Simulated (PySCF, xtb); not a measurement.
Cd(SH)(SMe) (CH4CdS2), SMILES [S]([Cd][SH])C. Other conformers were not sampled.

Harmonic wavenumbers (cm⁻¹) from GFN2-xTB (xtb 6.7.1) at its own minimum, in rising order: 34, 65, 105, 155, 160, 238, 276, 517, 712, 940, 941, 1310, 1426, 1445, 2471, 2953, 2965, 3044.

**Question.** What does PBE-D3(BJ)/def2-SVP (PySCF 2.14.0) give at its own minimum? (Estimate from the structure and the level; the computed values follow.)

**Answer.** 66, 78, 114, 129, 164, 299, 382, 619, 685, 922, 932, 1283, 1401, 1406, 2607, 2981, 3085, 3088. Paired by order, the mean absolute difference is 46 cm⁻¹ and the zero-point energies are 28.2 and 28.9 kcal/mol.
